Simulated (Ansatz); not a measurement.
CuBr₂⁺. Charge 1, multiplicity 3. Geometry PBE-D4/def2-TZVP, that of the neutral doublet; atoms count from 1.

Cartesian coordinates in Å:
```
Cu 0.000 0.000 0.000
Br -0.220 -1.191 1.859
Br 0.220 1.191 -1.859
```

(1) Estimate the Mulliken populations from the PBE0/def2-TZVP orbitals of Ansatz.

(2) Where does the spin sit?

(3) And the Mayer bond orders between heavy atoms (over 0.3)?

## Answers

(1) 
```tsv
atom	charge (e)	spin (α − β)	d electrons
Cu1	0.46	0.28	9.63
Br2	0.27	0.86	–
Br3	0.27	0.86	–
```
Mulliken values depend strongly on the basis.

(2) Summed by element: Cu 0.28, Br 1.72, of 2 unpaired in all. Largest on single atoms: Br2 0.86, Br3 0.86, Cu1 0.28.

(3) Cu1–Br2 1.02 (2.22 Å); Cu1–Br3 1.02 (2.22 Å).
